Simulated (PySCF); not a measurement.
H$_{2}$Te, charge +1, doublet, at a GFN2-xTB geometry (a state made from the parent by changing its charge; the spin is typed, not shown lowest) (core potentials on Te); HF/def2-TZVP run with PySCF.

PySCF was given this input:
```python
from pyscf import gto, scf

mol = gto.M(
    atom='''
Te   -0.00025533    0.04223806    0.00196862
H    -1.17931590   -1.10419009   -0.07625629
H     1.19259301   -1.09218903   -0.02611171
''',
    basis='def2-tzvp',
    ecp={'Te': 'def2-tzvp'},
    charge=1,
    spin=1,
    verbose=4,
)

mf = scf.UHF(mol)
mf.kernel()
mf.analyze()
```

It wrote (shortened):

```
PySCF version 2.14.0

[INPUT] verbose = 4
[INPUT] num. atoms = 3
[INPUT] num. electrons = 25
[INPUT] charge = 1
[INPUT] spin (= nelec alpha-beta = 2S) = 1
[INPUT] symmetry False subgroup None
[INPUT] Mole.unit = angstrom
[INPUT] Symbol           X                Y                Z      unit          X                Y                Z       unit  Magmom
[...]
nuclear repulsion = 15.6510485937874
number of shells = 24
number of NR pGTOs = 108
number of NR cGTOs = 62
basis = def2-tzvp
ecp = {'Te': 'def2-tzvp'}

******** <class 'pyscf.scf.uhf.UHF'> ********
method = UHF
initial guess = minao
damping factor = 0
level_shift factor = 0
DIIS = <class 'pyscf.scf.diis.CDIIS'>
diis_start_cycle = 1
diis_space = 8
diis_damp = 0
SCF conv_tol = 1e-09
SCF conv_tol_grad = None
SCF max_cycles = 50
direct_scf = True
direct_scf_tol = 1e-13
number electrons alpha = 13  beta = 12
Set gradient conv threshold to 3.16228e-05
init E= -225.489203749842

cycle= 1 E= -267.24540011655  delta_E= -41.8  |g|= 1.63  |ddm|=   20
cycle= 2 E= -267.761509411055  delta_E= -0.516  |g|= 0.674  |ddm|=  3.1
cycle= 3 E= -267.85635587186  delta_E= -0.0948  |g|= 0.0575  |ddm|= 0.742
cycle= 4 E= -267.857723959008  delta_E= -0.00137  |g|= 0.0143  |ddm|= 0.0775
cycle= 5 E= -267.857899240597  delta_E= -0.000175  |g|= 0.0066  |ddm|= 0.0194
cycle= 6 E= -267.857957840429  delta_E= -5.86e-05  |g|= 0.00194  |ddm|= 0.0133
cycle= 7 E= -267.857967316603  delta_E= -9.48e-06  |g|= 0.000973  |ddm|= 0.00549
cycle= 8 E= -267.857970804777  delta_E= -3.49e-06  |g|= 0.000477  |ddm|= 0.0036
cycle= 9 E= -267.857971877628  delta_E= -1.07e-06  |g|= 0.000148  |ddm|= 0.0027
cycle= 10 E= -267.857971960177  delta_E= -8.25e-08  |g|= 3.78e-05  |ddm|= 0.000802
cycle= 11 E= -267.857971963758  delta_E= -3.58e-09  |g|= 7.77e-06  |ddm|= 0.000163
cycle= 12 E= -267.857971963873  delta_E= -1.15e-10  |g|= 1.77e-06  |ddm|= 2.68e-05
Extra cycle  E= -267.857971963877  delta_E= -4.43e-12  |g|= 8.84e-07  |ddm|= 3.48e-06
converged SCF energy = -267.857971963877  <S^2> = 0.76501514  2S+1 = 2.0149592
**** SCF Summaries ****
Total Energy =                        -267.857971963877105
Nuclear Repulsion Energy =              15.651048593787365
One-electron Energy =                 -491.289998105746065
Two-electron Energy =                  207.780977548081580
Two-electron Coulomb Energy =          228.002198546783120
DFT Exchange-Correlation Energy =      -20.221220998701540
**** MO energy ****
                             alpha | beta                alpha | beta
[...]
spin_pop of  0 Te 4s       -0.00011
spin_pop of  0 Te 5s        0.02640
spin_pop of  0 Te 6s        0.00060
spin_pop of  0 Te 7s        0.00025
spin_pop of  0 Te 8s        0.00025
spin_pop of  0 Te 9s        0.00001
spin_pop of  0 Te 4px       0.00077
spin_pop of  0 Te 4py       0.00065
spin_pop of  0 Te 4pz       0.00016
spin_pop of  0 Te 5px       0.05746
spin_pop of  0 Te 5py       0.00002
spin_pop of  0 Te 5pz       0.00001
spin_pop of  0 Te 6px       0.02333
spin_pop of  0 Te 6py       0.03158
spin_pop of  0 Te 6pz       0.00766
spin_pop of  0 Te 7px       0.90086
spin_pop of  0 Te 7py       0.00302
spin_pop of  0 Te 7pz       0.00209
spin_pop of  0 Te 8px       0.00272
spin_pop of  0 Te 8py      -0.00001
spin_pop of  0 Te 8pz       0.00002
spin_pop of  0 Te 4dxy     -0.00607
spin_pop of  0 Te 4dyz     -0.00790
spin_pop of  0 Te 4dz^2    -0.00633
spin_pop of  0 Te 4dxz     -0.00122
spin_pop of  0 Te 4dx2-y2    0.00012
spin_pop of  0 Te 5dxy      0.00288
spin_pop of  0 Te 5dyz      0.00354
spin_pop of  0 Te 5dz^2     0.00299
spin_pop of  0 Te 5dxz      0.00070
spin_pop of  0 Te 5dx2-y2    0.00030
spin_pop of  0 Te 6dxy      0.00341
spin_pop of  0 Te 6dyz     -0.00270
spin_pop of  0 Te 6dz^2     0.00332
spin_pop of  0 Te 6dxz      0.00070
spin_pop of  0 Te 6dx2-y2    0.00070
spin_pop of  0 Te 4f-3     -0.00001
spin_pop of  0 Te 4f-2      0.00000
spin_pop of  0 Te 4f-1      0.00006
spin_pop of  0 Te 4f+0      0.00008
spin_pop of  0 Te 4f+1     -0.00004
spin_pop of  0 Te 4f+2      0.00000
spin_pop of  0 Te 4f+3     -0.00000
spin_pop of  0 Te 5f-3      0.00024
spin_pop of  0 Te 5f-2      0.00002
spin_pop of  0 Te 5f-1      0.00140
spin_pop of  0 Te 5f+0      0.00031
spin_pop of  0 Te 5f+1      0.00102
spin_pop of  0 Te 5f+2      0.00001
spin_pop of  0 Te 5f+3      0.00033
spin_pop of  1 H 1s       -0.03639
spin_pop of  1 H 2s       -0.00038
spin_pop of  1 H 3s        0.00099
spin_pop of  1 H 2px       0.00110
spin_pop of  1 H 2py       0.00109
spin_pop of  1 H 2pz       0.00581
spin_pop of  2 H 1s       -0.03640
spin_pop of  2 H 2s       -0.00038
spin_pop of  2 H 3s        0.00099
spin_pop of  2 H 2px       0.00113
spin_pop of  2 H 2py       0.00107
spin_pop of  2 H 2pz       0.00581
In total            13.00000 | 12.00000

WARN: System has nonzero charge 1; the dipole moment is origin-dependent.
Location of origin: [0. 0. 0.]

Dipole moment(X, Y, Z, Debye):  0.00548, -0.90683, -0.04227
```
